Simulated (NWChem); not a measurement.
System: C2H4ClFSi; SMILES C=C[SiH](F)Cl

Input file for NWChem:

```
start job
memory heap 200 mb stack 900 mb global 1100 mb
geometry units angstroms noautoz
  Si     0.350320    -0.069581     0.342363
  F      1.925882    -0.368956     0.110003
  Cl    -0.666446    -1.689009    -0.417224
  C     -0.148643     1.472478    -0.540864
  C     -0.614420     2.533536     0.129101
  H      0.108166     0.028695     1.801703
  H     -0.071015     1.521237    -1.634185
  H     -0.714321     2.532134     1.221048
  H     -0.920373     3.455109    -0.378130
end
basis spherical
  Si library aug-cc-pvdz
  F library aug-cc-pvdz
  Cl library aug-cc-pvdz
  C library aug-cc-pvdz
  H library aug-cc-pvdz
end
dft
  xc b3lyp
  iterations 150
  mulliken
end
task dft energy
```

Parts of the log:

```
             Northwest Computational Chemistry Package (NWChem) 7.3.0
             --------------------------------------------------------

 C1  symmetry detected

                             Geometry "geometry" -> ""
                             -------------------------

 Output coordinates in angstroms (scale by  1.889725989 to convert to a.u.)

  No.       Tag          Charge          X              Y              Z
 ---- ---------------- ---------- -------------- -------------- --------------
    1 Si                  14.0000     0.34536920    -0.00970925     0.32672011
    2 F                    9.0000     1.84133676    -0.30835118    -0.22000305
    3 Cl                  17.0000    -0.76499887    -1.69585431    -0.06992857
    4 C                    6.0000    -0.37641043     1.45166207    -0.53955235
    5 C                    6.0000    -0.71639439     2.55702038     0.13442044
    6 H                    1.0000     0.42166519     0.20108154     1.79222894
    7 H                    1.0000    -0.53835047     1.41453559    -1.62405749
    8 H                    1.0000    -0.57783727     2.64098593     1.21889365
    9 H                    1.0000    -1.15086737     3.43191561    -0.36154214

 Effective nuclear repulsion energy (a.u.)     274.7126032033

                                 NWChem DFT Module
                                 -----------------

 Summary of "ao basis" -> "ao basis" (spherical)
 ------------------------------------------------------------------------------
       Tag                 Description            Shells   Functions and Types
 ---------------- ------------------------------  ------  ---------------------
 Si                       aug-cc-pvdz               11       27   5s4p2d
 F                        aug-cc-pvdz                9       23   4s3p2d
 Cl                       aug-cc-pvdz               11       27   5s4p2d
 C                        aug-cc-pvdz                9       23   4s3p2d
 H                        aug-cc-pvdz                5        9   3s2p

            General Information
            -------------------
          SCF calculation type: DFT
          Wavefunction type:  closed shell.
          No. of atoms     :     9
          No. of electrons :    56
           Alpha electrons :    28
            Beta electrons :    28
          Charge           :     0
          Spin multiplicity:     1
          Use of symmetry is: off; symmetry adaption is: off
          Maximum number of iterations: 150
          AO basis - number of functions:   159
                     number of shells:    69
          Convergence on energy requested:  1.00D-06
          Convergence on density requested:  1.00D-05
          Convergence on gradient requested:  5.00D-04

              XC Information
              --------------
                         B3LYP Method XC Potential
                     Hartree-Fock (Exact) Exchange  0.200
                        Slater Exchange Functional  0.800 local
                    Becke 1988 Exchange Functional  0.720 non-local
              Lee-Yang-Parr Correlation Functional  0.810
                  VWN I RPA Correlation Functional  0.190 local

             Grid Information
             ----------------
          Grid used for XC integration:  medium
          Radial quadrature: Mura-Knowles
          Angular quadrature: Lebedev.
          Tag              B.-S. Rad. Rad. Pts. Rad. Cut. Ang. Pts.
          ---              ---------- --------- --------- ---------
          Si                  1.10       88          15.0       590
          F                   0.50       49          15.0       434
          Cl                  1.00       88          17.0       590
          C                   0.70       49          14.0       434
          H                   0.35       45          16.0       434
          Grid pruning is: on
          Number of quadrature shells:   503
          Spatial weights used:  Erf1

      Superposition of Atomic Density Guess
      -------------------------------------

 Sum of atomic energies:        -925.03207506

      Non-variational initial energy
      ------------------------------

 Total energy =    -926.904687
 1-e energy   =   -1823.969003
 2-e energy   =     622.351712
 HOMO         =      -0.355640
 LUMO         =      -0.035223

     ---------------------------------------------
      Total Density - Mulliken Population Analysis
     ---------------------------------------------

    Atom       Charge   Shell Charges
 -----------   ------   -------------------------------------------------------
    1 Si  14    12.53   2.00  2.02  0.72  0.21 -0.02  6.01  0.99  0.32  0.01  0.32 -0.05
    2 F    9     9.82   2.00  0.91  1.02  0.09  3.51  2.15  0.13  0.00  0.01
    3 Cl  17    17.56   2.00  2.02  0.94  0.99  0.06  6.00  3.14  2.32  0.07  0.01  0.01
    4 C    6     5.95   2.01  0.74  0.65 -0.04  2.00  0.52  0.13  0.04 -0.10
    5 C    6     5.39   2.01  0.74  0.64 -0.15  1.90  0.34  0.01  0.05 -0.16
    6 H    1     0.84   0.69  0.13 -0.02  0.01  0.03
    7 H    1     1.34   0.69  0.61  0.02  0.03 -0.01
    8 H    1     1.34   0.70  0.62  0.02  0.03 -0.03
    9 H    1     1.23   0.70  0.55  0.00  0.03 -0.04

   convergence    iter        energy       DeltaE   RMS-Dens  Diis-err
 ---------------- ----- ----------------- --------- --------- ---------
 d= 0,ls=0.0,diis     1   -928.2268550129 -1.20D+03  1.87D-02  7.15D-01
 d= 0,ls=0.0,diis     2   -928.2002478479  2.66D-02  4.89D-03  1.14D+00
 d= 0,ls=0.0,diis     3   -928.2996500071 -9.94D-02  1.20D-03  5.27D-02
 d= 0,ls=0.0,diis     4   -928.3030998646 -3.45D-03  4.84D-04  5.71D-03
 d= 0,ls=0.0,diis     5   -928.3038623699 -7.63D-04  8.38D-05  1.69D-04
  Resetting Diis
 d= 0,ls=0.0,diis     6   -928.3038831411 -2.08D-05  3.04D-05  1.66D-05
 d= 0,ls=0.0,diis     7   -928.3038849170 -1.78D-06  3.09D-05  4.71D-06
 d= 0,ls=0.0,diis     8   -928.3038831694  1.75D-06  2.01D-05  1.75D-05
 d= 0,ls=0.0,diis     9   -928.3038855582 -2.39D-06  1.23D-06  2.47D-08
 d= 0,ls=0.0,diis    10   -928.3038855613 -3.10D-09  3.56D-07  2.25D-09

         Total DFT energy =     -928.303885561305
      One electron energy =    -1827.361905984247
           Coulomb energy =      696.393110336870
    Exchange-Corr. energy =      -72.047693117179
 Nuclear repulsion energy =      274.712603203251

 Numeric. integr. density =       55.999997132389

                       DFT Final Molecular Orbital Analysis
                       ------------------------------------

 Vector   26  Occ=2.000000D+00  E=-3.422332D-01
              MO Center= -6.1D-01, -1.2D+00, -6.4D-02, r^2= 2.6D+00
   Bfn.  Coefficient  Atom+Function         Bfn.  Coefficient  Atom+Function
  ----- ------------  ---------------      ----- ------------  ---------------
    59      0.424651  3 Cl px                62      0.314126  3 Cl px
    61     -0.295043  3 Cl pz                64     -0.223554  3 Cl pz
    60     -0.220489  3 Cl py                 4      0.194487  1 Si s
    63     -0.171552  3 Cl py                81     -0.144982  4 C  s
    32      0.130425  2 F  px                82      0.121854  4 C  px

 Vector   27  Occ=2.000000D+00  E=-3.251304D-01
              MO Center= -3.7D-01, -2.6D-01,  9.1D-02, r^2= 4.3D+00
   Bfn.  Coefficient  Atom+Function         Bfn.  Coefficient  Atom+Function
  ----- ------------  ---------------      ----- ------------  ---------------
    61      0.403999  3 Cl pz                64      0.309669  3 Cl pz
    80      0.279495  4 C  s                143     -0.259093  8 H  s
   134     -0.228952  7 H  s                124     -0.204853  6 H  s
    14     -0.197761  1 Si pz               152      0.193055  9 H  s
    82      0.184987  4 C  px               103     -0.185638  5 C  s

 Vector   28  Occ=2.000000D+00  E=-3.079694D-01
              MO Center= -5.5D-01,  1.5D+00, -1.7D-01, r^2= 3.1D+00
   Bfn.  Coefficient  Atom+Function         Bfn.  Coefficient  Atom+Function
  ----- ------------  ---------------      ----- ------------  ---------------
   105      0.356273  5 C  px                82      0.326967  4 C  px
    85      0.210304  4 C  px               108      0.203022  5 C  px
    60      0.184189  3 Cl py                83      0.181063  4 C  py
    59     -0.136674  3 Cl px                63      0.134342  3 Cl py
   106      0.121108  5 C  py                62     -0.115362  3 Cl px

 Vector   29  Occ=0.000000D+00  E=-5.218674D-02
              MO Center= -4.3D-01,  1.7D+00, -6.8D-02, r^2= 3.8D+00
   Bfn.  Coefficient  Atom+Function         Bfn.  Coefficient  Atom+Function
  ----- ------------  ---------------      ----- ------------  ---------------
   105      0.378426  5 C  px               111      0.359742  5 C  px
    88     -0.318427  4 C  px               108      0.308591  5 C  px
    82     -0.304080  4 C  px                85     -0.262350  4 C  px
    12     -0.202265  1 Si px                 9     -0.184485  1 Si px
   112      0.157160  5 C  py               106      0.155211  5 C  py

 Vector   30  Occ=0.000000D+00  E=-1.090320D-02
              MO Center= -9.3D-01,  3.1D+00,  1.6D-01, r^2= 1.2D+01
   Bfn.  Coefficient  Atom+Function         Bfn.  Coefficient  Atom+Function
  ----- ------------  ---------------      ----- ------------  ---------------
     5      1.255622  1 Si s                153     -1.135647  9 H  s
   144     -1.121882  8 H  s                 81      0.796223  4 C  s
   104      0.609444  5 C  s                135     -0.589670  7 H  s
   103      0.510721  5 C  s                 89      0.446128  4 C  py
   112      0.431429  5 C  py               113      0.413806  5 C  pz

[...]
```

Level: B3LYP/aug-cc-pVDZ. Geometry: optimised at PBE0/def2-SVP. B3LYP is NWChem's, with the RPA form of VWN correlation.
